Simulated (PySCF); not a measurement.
**Exercise with solution: entropy of an ideal gas**

PbFI, SMILES [F][Pb][I] (connectivity only; charge and spin as stated), neutral, multiplicity 1.

The structure is a stationary point at B3LYP-D3(BJ)/def2-TZVP. The def2 effective core potentials stand for the cores of I, Pb; spin–orbit coupling is left out.

B3LYP-D3(BJ)/def2-TZVP in PySCF gives the harmonic wavenumbers 103, 163, 515 cm⁻¹ and the rotational temperatures 0.3455, 0.0361, 0.0327 K. The molar mass is 353.10 g/mol, the symmetry number 1, the spin multiplicity 1.

**Question.** Work out the entropy at 298.15 K and 1 atm in the rigid-rotor, harmonic-oscillator model.

**Answer.** 
Translation (Sackur–Tetrode at 1 atm): S = R[1.5 ln M + 2.5 ln T − 1.16487] = 181.9 J/(mol K).
Rotation: q = (√π/σ) T^1.5/√(θA θB θC) = 452000, S = R[ln q + 3/2] = 120.7 J/(mol K).
Vibration: with u = 1.4388 ν/T, each mode gives R[u/(e^u − 1) − ln(1 − e^−u)]:
```json
[
 {"ν (cm⁻¹)": "103", "modes": "1", "u": "0.50", "S (J/(mol K))": "14.21"},
 {"ν (cm⁻¹)": "163", "modes": "1", "u": "0.79", "S (J/(mol K))": "10.52"},
 {"ν (cm⁻¹)": "515", "modes": "1", "u": "2.49", "S (J/(mol K))": "2.60"}
]
```
These are all the modes. Sum 27.3 J/(mol K).
Spin: R ln 1 = 0.0 J/(mol K).
Total 330.0 J/(mol K); the program's own thermochemistry gives 330.0. Translation makes up 55 % and vibration 8 %. Anharmonicity, hindered rotation and orbital degeneracy are left out.
